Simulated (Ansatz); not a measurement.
Calculated with Ansatz (gas phase, PBE0-D4/def2-TZVP geometries, no zero-point term in ΔE). CCSD(T)/CBS is the MP2 limit (def2-TZVPP, def2-QZVPP) plus CCSD(T) − MP2 in def2-TZVPP, frozen cores. This one scheme is used for every species. DFT in def2-TZVPP. B3LYP here is the variant with VWN-RPA as its local correlation; programs differ in this. For Ge, Se outer-core shells are correlated without core-valence functions, which leaves a few kJ/mol of doubt a bond. Scalar relativity is left out up to krypton. One conformer a species, not always the lowest.

`[CH3][GeH2][Se]C` + H₂ → `[CH3][GeH2][SeH]` + CH₄  (hydrogenolysis of the Se–C bond)

Q: Is it downhill or uphill in electronic energy at CCSD(T)/CBS, and by how much? (An estimate is asked.)

A: The calculation gave: Downhill: ΔE = -0.77 eV.

Q: What do these levels give: LDA (SPW92), PBE-D4, B3LYP-D4, r2SCANh-D4, BHLYP-D4, B2PLYP, BLYP, CAM-B3LYP, RPA@PBE/def2-TZVPP, HF/def2-SVP, CCSD/def2-TZVPP, MP2/def2-QZVPP? (An estimate is asked.)

A: The calculation gave: LDA (SPW92) -0.81, PBE-D4 -0.75, B3LYP-D4 -0.79, r2SCANh-D4 -0.81, BHLYP-D4 -0.85, B2PLYP -0.84, BLYP -0.87, CAM-B3LYP -0.91, RPA@PBE/def2-TZVPP -0.75, HF/def2-SVP -1.12, CCSD/def2-TZVPP -0.83, MP2/def2-QZVPP -0.71 eV.

Q: What do rigid-rotor, harmonic-oscillator terms from PBE0-D4/def2-TZVP frequencies (298.15 K, 1 bar) make of the CCSD(T)/CBS value? (An estimate is asked.)

A: The calculation gave: ΔZPE = +0.13 eV, ΔH = -0.67 eV, ΔS = 17 J/(mol·K), ΔG = -0.72 eV. Modes under 50 cm⁻¹ make the entropy rough.

Largest T1 diagnostic among the species: 0.010.

From BLYP to BHLYP (50 % exact exchange), in def2-TZVPP and without D4, ΔE moves by −0.07 eV. Leaving LDA and LC-ωPBE aside and taking each functional with its dispersion term where it has one, the values, not all of them listed here, spread over 0.20 eV, from B97M-V to revPBE-D4.
